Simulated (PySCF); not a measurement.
## Vibration and rotation of SbCl⁻

PBE0 constants of SbCl⁻, ⁴Σ⁻ (quartet), unpaired electrons σ ↑, π ↑↑, a second solution, started from another occupation (Sb aug-cc-pVDZ-PP with ECP28, Cl aug-cc-pV(D+d)Z; scalar-relativistic core potentials (PySCF 2.14); masses 120.9038 and 34.9689 u):

```
ωe   : 130.4 cm⁻¹
ωexe : 1.01 cm⁻¹
Be   : 0.068978 cm⁻¹
αe   : 0.000601 cm⁻¹
```

(1) What force constant and bond length do these constants imply?

(2) Estimate the centrifugal constant D from the Kratzer relation and find the Dunham coefficient a1.

These are scalar-relativistic numbers at best; spin–orbit coupling would shift them, the dissociation energy most. For an ion De counts to the pair picked by the measured ionisation energies or electron affinities, which need not be the lowest pair at this level.

Answers

(1) Reduced mass μred = 27.124 u; k = 5.8918×10⁻⁷·μred·ωe² (u, cm⁻¹, mdyn/Å) = 0.272 mdyn/Å; Re = √(16.8576/(μred·Be)) (u, cm⁻¹, Å) = 3.002 Å.

(2) D = 4Be³/ωe² = 7.72e-08 cm⁻¹; a1 = −1 − αeωe/(6Be²) = -3.75.
